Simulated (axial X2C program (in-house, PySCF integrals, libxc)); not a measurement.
**Nuclear properties of FWF**

Computed with an in-house all-electron X2C program for linear molecules (integrals from PySCF): two-component X2C with atomic mean-field Coulomb and Gaunt terms, Gaussian nuclei, basis F dyall-av3z, W dyall-v3z with contracted cores.

F–W–F held linear, with bonds 1.850 and 1.850 Å (near the PBE0 minimum at charge 0 of the determinant lowest at the starting distance; the state shown can have its own minimum elsewhere, held linear; other orders of the atoms were not compared).

Determinant lowest in the PBE0 search, Ω = 1 (⟨Sz⟩ = 1.34, ⟨Lz⟩ = -0.34 at PBE0), spin on the atoms F -0.01, W 1.35, F -0.01:

```json
{"level": "PBE0", "A∥/gI F (MHz)": "-25.6", "qzz F (a.u.)": "0.04", "A∥/gI W (MHz)": "1550", "qzz W (a.u.)": "-7.58"}
{"level": "HF", "A∥/gI F (MHz)": "-77.2", "qzz F (a.u.)": "0.22", "A∥/gI W (MHz)": "4370", "qzz W (a.u.)": "-11.73"}
{"level": "r2SCAN", "A∥/gI F (MHz)": "-1.63", "qzz F (a.u.)": "-0.06", "A∥/gI W (MHz)": "478", "qzz W (a.u.)": "-6.85"}
```

Determinant 0.25 eV from it at PBE0 and this distance, Ω = 0 (closed shell), highest spinor 42% W s, 34% W d, 15% F p:

```
 level  qzz F (a.u.)  qzz W (a.u.)
  PBE0         -0.01         -7.06
    HF          0.10        -10.90
r2SCAN         -0.06         -7.16
```

A∥ (defined per Ω) follows by multiplying with gI = μI/(I μN); qzz is the electric field gradient, eQq0 = 234.96 MHz × Q/barn × qzz. The operators were transformed with the bare-nucleus X2C matrices; with these basis sets, hyperfine constants and field gradients can be off by tens of per cent, and where levels differ in sign neither size nor sign is settled.

The molecule was held linear; bending was not examined, so a bent shape may lie lower.

Each state is one determinant with collinear spin, which with several unpaired electrons need not be a pure state. Unrestricted Hartree–Fock can overshoot spin polarisation at the nuclei. With several open shells hyperfine constants can be off by a factor of several. Open-shell Ω = 0 determinants with evenly filled partner blocks cannot be reached by this program, so the Ω shown need not be the lowest component. States lie within half an eV, so the first need not be the ground state. Where a field gradient or hyperfine factor spreads by more than a factor of two over the levels, a constant derived from it is not to be relied on. PBE0 term energies can be off by some tenths of an eV.
